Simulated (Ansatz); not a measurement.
`F[SiH](Cl)[NH][GeH2][Cl]`, relaxed with RKS PBE0-D4/def2-TZVP in Ansatz 0.2.0 from a GFN2-xTB geometry. The force threshold is 0.005 eV/Å; the program also tests the step.

Total charge 0; spin multiplicity 1.

Start:

```xyz
10

F     0.849    2.295   -1.457
Si   -0.020    0.961   -1.230
Cl    0.758   -0.546   -2.268
N     0.173    0.555    0.424
Ge    0.045   -1.115    1.156
Cl   -1.916   -1.802    0.908
H    -1.357    1.302   -1.669
H     0.120    1.328    1.069
H     0.356   -0.943    2.621
H     0.993   -2.034    0.446
```

Q: How much energy does the relaxation release, and in how many steps? (Estimate.)

A: The calculation gave: 3.43 kcal/mol, in 24 steps.

Q: Which bonds change most? (Best estimate.)

A: The calculation gave: Ge5–Cl6 from 2.093 to 2.155 Å; Si2–Cl3 from 1.988 to 2.038 Å; Ge5–H10 from 1.499 to 1.526 Å; Si2–H7 from 1.448 to 1.472 Å.

Q: Give the relaxed structure. (Best estimate.)

A: Ansatz gave: 
```xyz
10

F     1.445    1.760   -1.442
Si    0.045    1.037   -1.222
Cl    0.075   -0.623   -2.404
N    -0.180    0.557    0.388
Ge    0.156   -1.058    1.184
Cl   -1.596   -2.305    1.040
H    -0.993    1.983   -1.660
H    -0.632    1.228    0.993
H     0.392   -0.812    2.676
H     1.288   -1.767    0.446
```
